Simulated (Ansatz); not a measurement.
`CC1[SiH2]C1=S`. The species carries charge 0 and has multiplicity 1. The geometry is a stationary point of PBE0-D4/def2-TZVP.

```xyz
11

C    -0.412    0.279   -1.453
C     0.059    0.447   -0.037
Si    1.040   -0.570    1.244
C    -0.719   -0.045    1.111
S    -2.256   -0.450    1.341
H    -0.758   -0.743   -1.620
H     0.388    0.497   -2.163
H    -1.252    0.946   -1.662
H     0.489    1.434    0.184
H     1.343   -2.011    1.107
H     2.077    0.216    1.948
```

What is the dipole moment at PBE/def2-TZVPP? (Estimate.)

The calculation gave: 2.83 D, with components (2.52, 0.56, -1.16) D in this frame, pointing from negative to positive charge.

And with r2SCAN, B3LYP, ωB97M-V? (Best estimate.)

The calculation gave: r2SCAN 3.03 D, B3LYP 2.99 D, ωB97M-V 3.02 D.

Give the Mulliken charges with PBE, ωB97M-V, B3LYP in def2-TZVPP. (Best estimate.)

Ansatz gave: 
```
atom    PBE  ωB97M-V  B3LYP
  C1  -0.23    -0.28  -0.22
  C2  -0.07    -0.18  -0.11
 Si3   0.22     0.26   0.30
  C4  -0.03    -0.10  -0.05
  S5  -0.20    -0.15  -0.20
  H6   0.08     0.10   0.08
  H7   0.09     0.11   0.09
  H8   0.10     0.12   0.10
  H9   0.12     0.14   0.13
 H10  -0.04     0.00  -0.05
 H11  -0.04     0.00  -0.05
```

B3LYP here is the variant with VWN-RPA as its local correlation; programs differ in this.
